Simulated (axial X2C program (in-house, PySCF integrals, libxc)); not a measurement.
# Potential curves of CoN⁺, with spin–orbit coupling

Computed with an in-house all-electron X2C program for linear molecules (integrals from PySCF). Two-component (2c) means X2C with spin–orbit coupling and atomic mean-field two-electron Coulomb and Gaunt terms. Basis: Co dyall-cv3z [9s10p6d3f2g], N dyall-av3z [7s7p3d2f] (cores contracted in-house); Gaussian nuclei, density fitting, unrestricted open shells. Masses: Co 58.933 u, N 14.003 u.

State: Ω = 1/2 (⟨Sz⟩ = 0.50, ⟨Lz⟩ = 0.00 at PBE0). Energies in eV from the lowest point of each curve. Fits are polynomials in 1 − R0/R over 0.85 to 1.23 times the lowest point R0.

```json
{"R (Å)": "1.4425", "PBE0": "0.4436"}
{"R (Å)": "1.5088", "PBE0": "0.2092"}
{"R (Å)": "1.5585", "PBE0": "0.0915"}
{"R (Å)": "1.6083", "PBE0": "0.0230"}
{"R (Å)": "1.6580", "PBE0": "0.0000"}
{"R (Å)": "1.7160", "PBE0": "0.0237"}
{"R (Å)": "1.7741", "PBE0": "0.0930"}
{"R (Å)": "1.8487", "PBE0": "0.2339"}
{"R (Å)": "1.9399", "PBE0": "0.4604"}
{"R (Å)": "2.0725", "PBE0": "0.8435"}
```

Density functionals use the spin component along the axis (collinear). The state is one determinant with fixed occupations, lowest in a PBE0 search at one distance only: followed along the bond, the 2c determinant Ω = 7/2 reaches 0.10 eV lower at PBE0, at Re = 1.758 Å, so the state shown is not the lowest. The determinant is spin-polarised beyond a pure state at some levels (its spin-free form has ⟨S²⟩ too high), which makes Re and μ there less reliable.

What are Re and ωe at the PBE0 level?

At PBE0, 2c: Re = 1.660 Å, ωe ≈ 624 cm⁻¹; Be follows as 0.54 cm⁻¹.
